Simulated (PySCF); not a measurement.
## How methods differ on the ionisation energy of Cd(2+)

Cd(2+) [Kr] 4d10 → Cd(3+) [Kr] 4d9 [4d3/2^4 4d5/2^5, M_J = 5/2], as a difference of total energies. Computed with PySCF 2.14 in x2c-QZVPPall-2c (13s12p9d4f2g, 140 functions), with the two-component X2C-1e Hamiltonian. Correlated levels: [Ar] 3d10 frozen; the 32 highest virtual spinors dropped. "Screened" scales the spin-orbit matrix elements by Boettger's factors to mimic the two-electron term; Breit and QED terms are absent.

Problem. Order these methods by the ionisation energy they give, lowest first.
A. GHF (spin-free)
B. GMP2 (screened spin-orbit)
C. GMP2 (spin-free)
D. GHF (screened spin-orbit)

Solution. D (35.706 eV), A (36.006 eV), B (37.502 eV), C (37.812 eV).

The spin-free rows lack the spin-orbit shift.

For comparison: 37.468 ± 0.006 eV (measured; NIST Atomic Spectra Database, ionization energies).
